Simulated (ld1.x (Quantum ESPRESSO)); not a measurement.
## Ranking TM semilocal potentials for Pt (Z = 78)

All share these settings but for the change named:

```json
{
 "Element": "Pt (Z = 78)",
 "Generator": "ld1.x (Quantum ESPRESSO) 7.5",
 "Type": "norm-conserving Troullier–Martins (semilocal form)",
 "Functional": "PBE",
 "Relativity": "scalar-relativistic",
 "Frozen core": "[Kr] 4d10 4f14 5s2",
 "Valence charge": "16",
 "Reference configuration": "5p6 5d9 6s1 6p0",
 "Partial waves": "6s (bound): rc 1.90 bohr; 5p (bound): rc 1.10 bohr; 5d (bound): rc 1.80 bohr",
 "Local potential": "the d channel",
 "Core correction": "none"
}
```

Cutoff: the first of the cutoffs (Ry, on a coarse ladder) from which the occupation-weighted sum of valence levels, in a spherical-Bessel basis at the reference potential, stays within 10 and 1 mRy of its value at 400 Ry; the density cutoff is not measured.

The base gives 140 Ry.

Of 11 variants that were run, those that failed, showed a ghost or another fault, or gave nearly equal values are left out.

In the semilocal form every listed channel keeps its own potential, so the choice of the local channel does not act on these tests. It acts once the file is put into the separable form.

A variant can come out equal or close to the base.

(1) Rank these variants from softest to hardest (loose cutoff).
A. local potential the p channel
B. core [Xe] 4f14, valence charge 10; reference 5d7 6s0 6p0; waves now 6p (bound): rc 2.25 bohr; 5d (bound): rc 1.95 bohr; 6s (bound): rc 2.05 bohr; local potential the s channel; core correction Bessel-smoothed model core, default radius (core density twice the valence density)
C. wave 5p (bound): rc 1.10 bohr becomes 5p (bound): rc 1.50 bohr
D. all radii scaled by about 0.85 (s 1.60, p 0.94, d 1.52 bohr)

Results:

(1) B (40 Ry), C (60 Ry), A (140 Ry), D (200 Ry).
